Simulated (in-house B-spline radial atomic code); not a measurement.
Computed with a B-spline radial atomic code. Model: two electrons, singlet ground state, non-relativistic, full CI in B-splines with partial waves to l = 8 (at full coupling up to 3e-4 hartree above the limit, correlation up to 0.6 % small), density held at that of full coupling by Lieb maximisation.

Along the adiabatic connection the electron repulsion is scaled by a coupling λ while a local potential keeps the density fixed. At λ = 0 the system is the Kohn-Sham one and W equals the exchange energy; the exchange-correlation energy is the area under W between 0 and 1. The kinetic energy rises with λ as the electrons avoid each other, with dT/dλ = −λ dW/dλ.

Command:
```bash
python run_ac.py task.json out
```
Settings (lengths in bohr, energies in hartree):
```
potential              dot
strength               1.74
lmax                   8
second                 1
```

Cost of the run: 6.9 s on 1 thread of Intel(R) Xeon(R) Processor @ 2.30GHz, on a shared host.

**W = mean repulsion less Hartree energy, and W of three functionals.**

Given: confinement charge in harmonic well; well frequency 1.74 hartree; nuclear charge 1; external potential omega^2 r^2/2 - Z/r.

Computed: LDA exchange minus exact 174.98 millihartree; SCAN exchange minus exact 6.7303 millihartree.

```
coupling  W xc (hartree)  W xc minus exchange (millihartree)  kinetic minus Kohn-Sham (millihartree)  LDA (PW92) W minus its exchange (millihartree)  PBE W minus its exchange (millihartree)  SCAN W minus its exchange (millihartree)
       0         -1.1883                                   0                                       0                                               0                                        0                                         0
    0.02         -1.1901                              -1.874                                    0.02                                          -12.35                                     -2.6                                     -1.88
    0.05               ?                                   ?                                       ?                                               ?                                        ?                                         ?
    0.12         -1.1993                             -11.025                                    0.66                                          -48.91                                   -15.35                                    -10.91
    0.25         -1.2107                             -22.405                                    2.75                                          -82.03                                   -30.93                                    -21.95
     0.4         -1.2231                             -34.854                                    6.79                                         -112.14                                   -47.59                                    -33.92
     0.6         -1.2387                             -50.405                                   14.55                                         -144.91                                   -67.88                                    -48.81
     0.8         -1.2531                             -64.862                                   24.65                                         -172.37                                   -86.32                                    -62.63
       1         -1.2666                             -78.328                                   36.75                                         -196.18                                  -103.21                                    -75.54
     1.4         -1.2909                             -102.64                                   65.83                                         -236.21                                   -133.2                                    -98.98
       2          -1.322                             -133.69                                   118.3                                         -283.71                                  -170.92                                   -129.32
       3               ?                                   ?                                       ?                                               ?                                        ?                                         ?
     4.5         -1.4074                             -219.13                                  384.62                                         -405.53                                  -275.18                                   -216.46
       7         -1.4562                             -267.96                                  660.54                                         -474.65                                  -337.56                                   -268.85
      10         -1.4933                             -305.02                                  971.55                                         -528.96                                  -387.63                                   -309.28
```

**Question.** What belongs in the row 0.05?

**Answer.** W xc (hartree): -1.1929; W xc minus exchange (millihartree): -4.657; kinetic minus Kohn-Sham (millihartree): 0.12; LDA (PW92) W minus its exchange (millihartree): -25.4; PBE W minus its exchange (millihartree): -6.49; SCAN W minus its exchange (millihartree): -4.65.

**Question.** What belongs in the row 3?

**Answer.** W xc (hartree): -1.3629; W xc minus exchange (millihartree): -174.6; kinetic minus Kohn-Sham (millihartree): 219.62; LDA (PW92) W minus its exchange (millihartree): -342.89; PBE W minus its exchange (millihartree): -220.46; SCAN W minus its exchange (millihartree): -170.31.

**Question.** What is the PBE exchange minus exact?

**Answer.** 47.836 millihartree.

**Energy parts, natural occupations and partial-wave weights.**

Computed: total energy 3.0650 hartree; exchange energy -1.1883 hartree; correlation energy -0.041574 hartree; kinetic part of the DFT correlation energy 0.036755 hartree; initial slope twice GL2 -0.094052 hartree; kinetic part over minus potential part 0.46924; Kohn-Sham kinetic 3.297 hartree.

```tsv
natural	occupation of the shell (electrons)
s	1.9887
p	0.0094304
s	0.0012157
d	0.00038515
p	?
f	4.8972e-05
```

**Question.** What belongs in the row p?

**Answer.** occupation of the shell (electrons): 0.00012291.

```json
{"wave": "s", "weight": "0.99498"}
{"wave": "p", "weight": "?"}
{"wave": "d", "weight": "0.00020459"}
{"wave": "f", "weight": "2.7536e-05"}
{"wave": "g", "weight": "6.2936e-06"}
```

**Question.** What belongs in the row p?

**Answer.** weight: 0.0047808.

**Question.** What is the Lieb Oxford ratio E_xc over LDA exchange?

**Answer.** 1.2137.

**Question.** What is the Hartree energy?

**Answer.** 2.3765 hartree.

Half-way to full coupling W has made 54 % of its drop, against 50 % for a straight line, and second-order (GL2) theory, half the initial slope, overshoots the correlation energy by about 13 %: a moderate bend, as in light atoms. Over couplings 0 to 1 the errors in E_xc come to about +96 millihartree for LDA, +34 millihartree for PBE, +8.0 millihartree for SCAN, so SCAN is nearest. In LDA and PBE the errors of exchange and correlation have opposite signs, so the sum is smaller than the larger of the two.
